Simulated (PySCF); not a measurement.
The vertical singlet excitations below were computed for one of the candidates. Computed with PySCF 2.14.0, density-fitted response routines, TDDFT CAM-B3LYP/def2-SVPD, vertical, gas phase, core orbitals frozen in the response. Geometries: GFN2-xTB, one conformer each.

```csv
state,λ (nm),f
S1,132.9,0.0041
S2,131.8,0.016
S3,129.6,0.0078
S4,129.2,0.0044
S5,126.7,0.0034
S6,126.6,0.010
S7,126.3,0.0002
S8,124.6,0.043
```

Task: Which candidate is it?
A. `C=C=C(C)C(=C)F`
B. `FC[C@@H](F)[C@H](F)CF`
C. `CC(C)(C)C(F)F`
D. `CC(C)(F)C(F)(F)F`

Result: B. Its S1 lies at 9.33 eV; the nearest of the others has S1 at 8.98 eV. S1 is HOMO→LUMO (79%). Löwdin shares by element: HOMO fluorine 36% or more, carbon 31% or more (atoms not listed hold the other 34%); LUMO carbon 32% or more, hydrogen 16% or more (atoms not listed hold the other 51%). At the same level the other candidates give, for their lowest levels:
- `C=C=C(C)C(=C)F`: 221 nm (f 0.001); 212 nm (f 0.003); 210 nm (f 0.776); 189 nm (f 0.008); 171 nm (f 0.002); T1 3.44 eV; HOMO -8.08, LUMO 0.24 eV
- `CC(C)(C)C(F)F`: 138 nm (f 0.065); 131 nm (f 0.056); 131 nm (f 0.078); 128 nm (f 0.001); 126 nm (f 0.056); T1 8.73 eV; HOMO -10.60, LUMO 1.23 eV
- `CC(C)(F)C(F)(F)F`: 126 nm (f 0.030); 126 nm (f 0.009); 120 nm (f 0.022); 120 nm (f 0.054); 116 nm (f 0.001); T1 9.50 eV; HOMO -11.57, LUMO 1.18 eV

The values belong to the conformer `[F:1][CH2:2][C@@H:3]([F:4])[C@H:5]([F:6])[CH2:7][F:8]`: F1–C2–C3–F4 -83°, C2–C3–C5–F6 171°, C3–C5–C7–F8 38°.
Triplets come from the Tamm–Dancoff approximation.
